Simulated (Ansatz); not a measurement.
A nudged elastic band was laid between two geometries of BCl2F + F (5 atoms, charge 0, multiplicity 2).

The calculation used Ansatz 0.2.0, UKS r2SCAN/cc-pVDZ.

```
movable images  : 5
climbing image  : yes
spring          : 5.0 eV/Å²
optimiser       : quadratic models (default)
start path      : through a guess of the saddle point
force threshold : 0.03 eV/Å
iteration limit : 58
end points      : relaxed
```

First end point:

```xyz
5
Properties=species:S:1:pos:R:3
B 0.000 0.000 -0.130
F 0.000 0.000 1.200
Cl 1.529 0.000 -0.976
Cl -1.529 0.000 -0.976
F 0.000 0.000 3.602
```

Last end point:

```xyz
5
Properties=species:S:1:pos:R:3
B 0.213 0.025 0.022
F 0.715 0.146 1.253
Cl 1.336 -0.049 -1.315
Cl -1.513 -0.049 -0.204
F -0.750 -0.074 2.963
```

Question: What changes between the two ends?

Answer: No bond is made or broken.

Question: What energy profile does the band end with?

Answer: The forces met the threshold. The highest image is number 0 of 0 to 6, 0.0 kcal/mol above the first end and 1.3 kcal/mol above the last; the last end lies 1.3 kcal/mol below the first. The highest image is an end point: on this band no image between the ends rises above it.

```csv
image,path coordinate (Å),energy (kcal/mol)
0,0.00,0.0
1,0.06,0.0
2,0.37,-0.1
3,0.68,-0.3
4,0.99,-0.7
5,1.30,-1.1
6,1.61,-1.3
```

Run time: 11 min on 4 threads of Intel(R) Xeon(R) Platinum 8223CL CPU @ 3.00GHz (Skylake/Cascade Lake), with other jobs on the host, peak memory 0.27 GiB.
